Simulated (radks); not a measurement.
Removal energies from the technetium ion Tc12+, [Ar] 3d10 4s2 4p(1/2: 1, 3/2: 0), by Delta-SCF beside the eigenvalue of the level emptied. Calculated with a radial shooting solver on a logarithmic mesh with Libxc functionals: Dirac Kohn-Sham, BLYP, spin-unpolarised, spherical densities, finite nucleus; Fermi nuclear charge, rms radius of each element as measured or else 0.836 A^(1/3) + 0.57 fm. Sub-shells are occupied by j as written (lower j first in brackets).

| removed from | final configuration | Delta-SCF (eV) | -eigenvalue (eV) |
|---|---|---|---|
| 4p1/2 | [Ar] 3d10 4s2 | 262.84 | 251.43 |
| 4s1/2 | [Ar] 3d10 4s1 4p(1/2: 1, 3/2: 0) | 293.10 | 281.26 |
| 3d5/2 | [Ar] 3d(3/2: 4, 5/2: 5) 4s2 4p(1/2: 1, 3/2: 0) | 512.05 | 486.39 |
| 3d3/2 | [Ar] 3d(3/2: 3, 5/2: 6) 4s2 4p(1/2: 1, 3/2: 0) | 516.13 | 490.31 |
